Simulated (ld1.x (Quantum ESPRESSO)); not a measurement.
**Reading a pseudo-wave (S)**

Columns: radius, all-electron u(r) and pseudo u(r) of the 3s shell (level -17.23 eV) of sulfur in the configuration [Ne] 3s2 3p4; revPBE, scalar-relativistic, TM scheme, ld1.x (Quantum ESPRESSO) 7.5.

```json
{"r (bohr)": "0.065", "all-electron": "0.2023", "pseudo": "0.0525"}
{"r (bohr)": "0.130", "all-electron": "-0.0045", "pseudo": "0.1022"}
{"r (bohr)": "0.195", "all-electron": "-0.2282", "pseudo": "0.1469"}
{"r (bohr)": "0.260", "all-electron": "-0.3647", "pseudo": "0.1845"}
{"r (bohr)": "0.325", "all-electron": "-0.4050", "pseudo": "0.2145"}
{"r (bohr)": "0.390", "all-electron": "-0.3690", "pseudo": "0.2374"}
{"r (bohr)": "0.455", "all-electron": "-0.2814", "pseudo": "0.2556"}
{"r (bohr)": "0.520", "all-electron": "-0.1633", "pseudo": "0.2728"}
{"r (bohr)": "0.585", "all-electron": "-0.0313", "pseudo": "0.2932"}
{"r (bohr)": "0.650", "all-electron": "0.1032", "pseudo": "0.3212"}
{"r (bohr)": "0.715", "all-electron": "0.2323", "pseudo": "0.3605"}
{"r (bohr)": "0.780", "all-electron": "0.3512", "pseudo": "0.4135"}
{"r (bohr)": "0.845", "all-electron": "0.4573", "pseudo": "0.4798"}
{"r (bohr)": "0.910", "all-electron": "0.5495", "pseudo": "0.5543"}
{"r (bohr)": "0.975", "all-electron": "0.6278", "pseudo": "0.6281"}
{"r (bohr)": "1.040", "all-electron": "0.6925", "pseudo": "0.6925"}
{"r (bohr)": "1.105", "all-electron": "0.7443", "pseudo": "0.7443"}
{"r (bohr)": "1.170", "all-electron": "0.7838", "pseudo": "0.7838"}
{"r (bohr)": "1.235", "all-electron": "0.8122", "pseudo": "0.8122"}
{"r (bohr)": "1.300", "all-electron": "0.8306", "pseudo": "0.8306"}
{"r (bohr)": "1.365", "all-electron": "0.8402", "pseudo": "0.8402"}
{"r (bohr)": "1.430", "all-electron": "0.8421", "pseudo": "0.8421"}
{"r (bohr)": "1.495", "all-electron": "0.8375", "pseudo": "0.8375"}
{"r (bohr)": "1.560", "all-electron": "0.8272", "pseudo": "0.8272"}
{"r (bohr)": "1.625", "all-electron": "0.8124", "pseudo": "0.8124"}
{"r (bohr)": "1.690", "all-electron": "0.7939", "pseudo": "0.7939"}
```

Task: How many radial nodes do the two functions have?

Result: The all-electron 3s function has n − l − 1 = 2; the pseudo-wave has 0, since the states of the same l below it are removed with the core.

Task: At about which radius was the pseudo-wave matched?

Result: 1.05 bohr. The columns agree to 0.0005 from 0.97 bohr on; several derivatives are matched, so the curves merge somewhat inside the radius.

Task: Is the pseudo-wave norm-conserving?

Result: Yes: the TM scheme keeps the norm inside the radius equal to the all-electron one, which fixes the energy derivative of the logarithmic derivative at the level.
